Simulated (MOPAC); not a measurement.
MOPAC input (PM6):

```
PM6 1SCF UHF MS=0.5 GEO-OK AUX(PRECISION=9) THREADS=1
H4NO2Si

N     1.52683700 1   -0.21046600 1   -0.24108700 1
Si   -0.14836000 1    0.10085200 1   -0.32272800 1
O    -0.85056300 1   -1.33939300 1    0.10362800 1
O    -0.37941800 1    1.36026400 1    0.73068100 1
H     1.91498100 1   -1.07061600 1   -0.59243000 1
H     2.19630200 1    0.54135700 1   -0.21801500 1
H    -1.73924300 1   -1.49636700 1   -0.22587800 1
H    -1.14301900 1    1.91999700 1    0.56764500 1
```

From the output:

```
                                                       MOPAC v23.2.5 Linux

          FINAL HEAT OF FORMATION =       -112.68279 KCAL/MOL =    -471.46479 KJ/MOL

          COSMO AREA              =        103.60 SQUARE ANGSTROMS
          COSMO VOLUME            =         89.93 CUBIC ANGSTROMS

          IONIZATION POTENTIAL    =          7.280454 EV
          ALPHA SOMO LUMO (EV)    =         -7.280  0.381
          BETA  SOMO LUMO (EV)    =         -9.978 -1.167
          NO. OF ALPHA ELECTRONS  =         13
          NO. OF BETA  ELECTRONS  =         12
          MOLECULAR WEIGHT        =         78.1226         POINT GROUP:  Cs

          MOLECULAR DIMENSIONS (Angstroms)

            Atom       Atom       Distance
            H     8    H     5     4.43181
            H     7    H     6     4.22486
           Si     2    O     4     0.67516

          SCF CALCULATIONS        =          1

   ATOM   CHEMICAL          X               Y               Z
  NUMBER   SYMBOL      (ANGSTROMS)     (ANGSTROMS)     (ANGSTROMS)

     1       N          1.52683700  *  -0.21046600  *  -0.24108700  *
     2      Si         -0.14836000  *   0.10085200  *  -0.32272800  *
     3       O         -0.85056300  *  -1.33939300  *   0.10362800  *
     4       O         -0.37941800  *   1.36026400  *   0.73068100  *
     5       H          1.91498100  *  -1.07061600  *  -0.59243000  *
     6       H          2.19630200  *   0.54135700  *  -0.21801500  *
     7       H         -1.73924300  *  -1.49636700  *  -0.22587800  *
     8       H         -1.14301900  *   1.91999700  *   0.56764500  *

                             CARTESIAN COORDINATES

   1    N        1.526837000    -0.210466000    -0.241087000
   2   Si       -0.148360000     0.100852000    -0.322728000
   3    O       -0.850563000    -1.339393000     0.103628000
   4    O       -0.379418000     1.360264000     0.730681000
   5    H        1.914981000    -1.070616000    -0.592430000
   6    H        2.196302000     0.541357000    -0.218015000
   7    H       -1.739243000    -1.496367000    -0.225878000
   8    H       -1.143019000     1.919997000     0.567645000

           Empirical Formula: H4 N O2 Si  =     8 atoms

      MOLECULAR POINT GROUP   :   Cs

          ALPHA EIGENVALUES
 -30.30827 -30.07424 -29.70156 -18.94211 -18.00053 -16.41248 -15.20937 -13.82325
 -13.48426 -13.09905 -12.22281 -10.14599  -7.28045   0.38106   0.65830   1.65165
   1.92013   2.26994   2.88221   3.95275   4.12897   5.61346   5.80805   6.27624
   7.24620

           BETA EIGENVALUES
 -30.14917 -29.73529 -29.36999 -18.83451 -17.87698 -16.30864 -14.92868 -13.51776
 -13.33415 -12.75915 -12.10727  -9.97786  -1.16746   0.72463   0.96224   1.78713
   2.28047   2.49201   2.88746   4.30795   4.53840   5.68947   5.95525   6.43833
   7.35808

              NET ATOMIC CHARGES AND DIPOLE CONTRIBUTIONS

  ATOM NO.   TYPE          CHARGE      No. of ELECS.   s-Pop       p-Pop       d-Pop
    1          N          -0.493683        5.4937     1.47263     4.02106
    2         Si           0.331264        3.6687     1.18264     1.21194     1.27416
    3          O          -0.504616        6.5046     1.69207     4.81254
    4          O          -0.504616        6.5046     1.69207     4.81254
    5          H           0.241565        0.7584     0.75843
    6          H           0.241565        0.7584     0.75843
    7          H           0.344260        0.6557     0.65574
    8          H           0.344260        0.6557     0.65574
 DIPOLE           X         Y         Z       TOTAL
 POINT-CHG.    -0.871     0.695    -2.339     2.591
 HYBRID        -0.155     0.000     0.115     0.193
 SUM           -1.026     0.696    -2.224     2.546

          ATOMIC ORBITAL ELECTRON POPULATIONS

     Atom    s        px        py        pz      x^2-y^2     xz        z^2       yz        xy
    1  N   1.47263   1.22534   1.17445   1.62126
    2 Si   1.18264   0.39718   0.36560   0.44916   0.28793   0.27947   0.24948   0.23417   0.22311
    3  O   1.69207   1.41958   1.65489   1.73807
    4  O   1.69207   1.53192   1.55967   1.72095
    5  H   0.75843
    6  H   0.75843
    7  H   0.65574
    8  H   0.65574

                    (SZ)    =    0.500000
                    (S**2)  =    0.753754

          ATOMIC ORBITAL SPIN POPULATIONS

    Atom   Total    s     px     py     pz   x^2-y^2  xz     z^2    yz     xy
         Atomic
    1  N  0.0808  0.019  0.041  0.006  0.015
    2 Si  0.7635  0.355  0.036  0.010  0.125 -0.002  0.060  0.138  0.042 -0.000
    3  O  0.0729  0.003  0.003  0.050  0.017
    4  O  0.0729  0.003  0.009  0.015  0.046
    5  H  0.0065  0.007
    6  H  0.0065  0.007
    7  H -0.0016 -0.002
    8  H -0.0016 -0.002

 **********************
 *                    *
 * JOB ENDED NORMALLY *
 *                    *
 **********************

 == MOPAC DONE ==
```

The geometry given is a B3LYP-D3(BJ)/def2-TZVP minimum.
